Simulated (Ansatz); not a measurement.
## Worked example: vertical energy of the triplet above the singlet of GeH2 (SMILES [H][Ge][H])

The species is GeH2 (3 atoms), meant as a singlet with charge 0. As SMILES, `[H][Ge][H]`. The shape comes from GFN2-xTB, which is rough for such elements, and wasn't checked as a minimum.

```xyz
3

Ge    0.0046   -0.0091   -0.7810
H     1.0988   -0.0178    0.3984
H    -1.1034    0.0269    0.3826
```

Both states at this one shape; open shells run unrestricted unless said. 1 Eh = 27.2114 eV.

| level | program | singlet GeH2 (Eh) | triplet GeH2 (Eh) |
| --- | --- | --- | --- |
| PBE/STO-3G | Ansatz | -2053.737795 | -2053.702420 |
| revPBE/STO-3G | Ansatz | -2053.943977 | -2053.908514 |
| CAM-B3LYP/STO-3G | Ansatz | -2054.173167 | -2054.126896 |

**Question.** Work out the vertical gap, second state less first, at each level.

**Answer.** 
1. PBE/STO-3G: -2053.702420 − (-2053.737795) = 0.035375 Eh = 0.96 eV.
2. revPBE/STO-3G: -2053.908514 − (-2053.943977) = 0.035463 Eh = 0.96 eV.
3. CAM-B3LYP/STO-3G: -2054.126896 − (-2054.173167) = 0.046271 Eh = 1.26 eV.

No measured value is set beside it here; the levels span 0.96 to 1.26 eV. Minimal sets are far from the basis-set limit. All-electron rows are non-relativistic unless named.
